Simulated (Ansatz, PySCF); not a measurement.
C4H10FNSi (SMILES C=C[Si](N)(F)CC), singlet, at a GFN2-xTB geometry, with bond 11-4 at 2.4 times its length. Base run: CASSCF(2,2)/STO-3G (PySCF).

The PySCF input:
```python
from pyscf import gto, scf, mcscf
import numpy

mol = gto.M(
    atom='''
C     0.936719    1.153999    2.047584
C     1.070792    1.098016    0.732096
Si    0.303714   -0.198058   -0.394767
N     1.532286   -1.302555   -0.879079
F    -0.082792    0.524491   -1.796217
C    -1.317819   -0.931253    0.287263
C    -2.398292    0.117730    0.545055
H     1.401810    1.922992    2.645762
H     0.351937    0.430609    2.593115
H     1.672117    1.856565    0.246193
H     2.700111   -2.623611    0.766133
H     1.410420   -1.822653   -1.732371
H    -1.707112   -1.666214   -0.421041
H    -1.124693   -1.475867    1.213259
H    -2.061655    0.843202    1.282115
H    -3.310875   -0.348589    0.913047
H    -2.632103    0.652266   -0.372252
''',
    basis='sto-3g',
    charge=0,
    spin=0,
    verbose=4,
)

mf = scf.RHF(mol)
mf.kernel()
mc = mcscf.CASSCF(mf, 2, 2)
mc.fix_spin_(ss=0.0)
mc.kernel()
occ = numpy.linalg.eigvalsh(mc.fcisolver.make_rdm1(mc.ci, mc.ncas, mc.nelecas))[::-1]
ss = mc.fcisolver.spin_square(mc.ci, mc.ncas, mc.nelecas)[0]
print('natural occupations', occ.round(4), ' <S^2>', round(ss, 4))
```

Programs used: Ansatz (an electronic-structure program), PySCF; a row that names a program was run with it.

The base run was repeated with changes; each row names its change, and settings that it needs were set with it.

| change | ΔE vs base (mEh) | natural occupations | <S^2> of the state | outcome |
|---|---|---|---|---|
| base | 0.000 | 1.19 0.81 | 0.00 | converged |
| fix_spin_ = off | 0.000 | 1.19 0.81 | 0.00 | converged |
| active space = 6 electrons, 5 orbitals | - | - | - | not converged |
| orbitals = fixed (CASCI); correction = SC-NEVPT2 | -296.1 | 1.29 0.71 | 0.00 | converged |
| correction = SC-NEVPT2 | -303.0 | 1.19 0.81 | 0.00 | converged |
| active space = 6 electrons, 7 orbitals | -56.216 | 1.98 1.88 1.19 0.81 0.12 0.02 0.00 | 0.00 | converged |
| code = ansatz | 0.029 | - | - | converged |
| orbitals = fixed (CASCI) | 27.227 | 1.29 0.71 | 0.00 | converged |
| conv_tol = 1e-5 | 0.000 | 1.19 0.81 | 0.00 | converged |
| code = ansatz; correction = SC-NEVPT2, all electrons | -303.0 | - | - | converged |
| active space = 8 electrons, 6 orbitals | -43.188 | 2.00 2.00 1.88 1.19 0.81 0.12 | 0.00 | converged |

Active orbitals are taken around the Fermi level unless the row says otherwise; CASSCF can end in different local minima, and two programs can end on different orbitals. State-averaged rows give the lowest state.
